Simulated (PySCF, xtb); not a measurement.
CH₄Si, SMILES [SiH]C (connectivity only; charge and spin as stated), neutral, multiplicity 1.

xtb with GFN2-xTB at its own geometry gives an orbital gap of 2.26 eV and a dipole moment of 0.66 D.

Coordinates come from a B3LYP-D3(BJ)/def2-TZVP optimisation.

**Question.** What does PBE0/def2-TZVPD in PySCF give? (An estimate is asked for; the answer gives what the named calculation found.)

**Answer.** gap 3.76 eV (levels -6.33 and -2.56 eV), dipole 1.15 D.
